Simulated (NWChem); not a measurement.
SiHSF$_{3}$; SMILES F[Si](F)(F)S

```xyz
6

F      0.7626    -0.9664    -1.2508
Si    -0.0181    -0.3449    -0.0006
F      0.6672    -0.9785     1.2985
F     -1.5378    -0.8302    -0.0563
S     -0.0074     1.7500     0.0046
H      1.3439     1.8048     0.0132
```
Atoms are numbered in this order, from 1.

Computed with NWChem. Coordinates come from a PBE0/def2-SVP optimisation. LC-ωPBE (HJS hole) with def2-SVP; x = 1 − exp(−ω/0.25 bohr⁻¹) is a scale chosen for this fit.

```csv
row,x,−ε(HOMO) (eV)
ω = 0.05,0.181,7.87
ω = 0.15,0.451,9.26
ω = 0.25,0.632,withheld
ω = 0.30,0.699,10.72
ω = 0.50,0.865,11.78
```

Problem. Fit a straight line of the last column on the one before it, predict the withheld value, and compare with the run.

Solution. 
1. Means of the 4 shown rows: x = 0.5490, y = 9.908. Slope Σ(x − x̄)(y − ȳ)/Σ(x − x̄)² = 1.527/0.2674 = 5.710; intercept 6.773.
2. The shown rows scatter about the line by 0.068 (root mean square); the largest residual is -0.09, at ω = 0.15.
3. At x = 0.632 (ω = 0.25; inside the shown range) the line gives 10.38.
4. The run gives 10.31, -0.07 from the line, 1.0 times the scatter.
